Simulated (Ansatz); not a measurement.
Gas-phase electronic energies from Ansatz, PBE0-D4/def2-TZVP geometries. CCSD(T)/CBS is the MP2 limit (def2-TZVPP, def2-QZVPP) plus CCSD(T) − MP2 in def2-TZVPP, frozen cores. DFT in def2-TZVPP. B3LYP here is the variant with VWN-RPA as its local correlation; programs differ in this. Elements past krypton have def2 core potentials. For Sn outer-core shells are correlated without core-valence functions, which leaves a few kJ/mol of doubt a bond. One conformer a species, not always the lowest.

Consider the substitution at a C–O bond: `C[O][SnH3]` + `F[C]1(S)[NH][AlH]1` → `CS[C]1(F)[NH][AlH]1` + `[OH][SnH3]`.

Question: Is it downhill or uphill in electronic energy at CCSD(T)/CBS, and by how much? (Estimate.)

Answer: Ansatz gave: Downhill: ΔE = -13.5 kcal/mol.

Question: What do these levels give: PBE-D4, PBE0-D4, B3LYP-D4, CAM-B3LYP-D4, PBE, r2SCAN, r2SCANh, RPA@PBE/def2-TZVPP, HF/def2-SVP, MP2/def2-SVP, CCSD(T)/def2-SVP, SCS-MP2/def2-QZVPP? (An estimate is asked.)

Answer: The calculation gave: PBE-D4 -13.0, PBE0-D4 -13.3, B3LYP-D4 -12.1, CAM-B3LYP-D4 -12.0, PBE -12.6, r2SCAN -12.8, r2SCANh -13.0, RPA@PBE/def2-TZVPP -11.3, HF/def2-SVP -6.7, MP2/def2-SVP -10.5, CCSD(T)/def2-SVP -8.6, SCS-MP2/def2-QZVPP -13.6 kcal/mol.

Largest T1 diagnostic among the species: 0.015.

Leaving LDA and LC-ωPBE aside and taking each functional with its dispersion term where it has one, the values, not all of them listed here, spread over 2.0 kcal/mol, from PBE-QIDH to BLYP-D4. At CCSD(T), def2-SVP lies +4.9 kcal/mol from the extrapolated value and def2-TZVPP +0.8 kcal/mol. In def2-TZVPP, CCSD(T) changes the Hartree–Fock value by −2.3 kcal/mol (the triples alone add −0.4 kcal/mol) and MP2 by −4.1 kcal/mol.
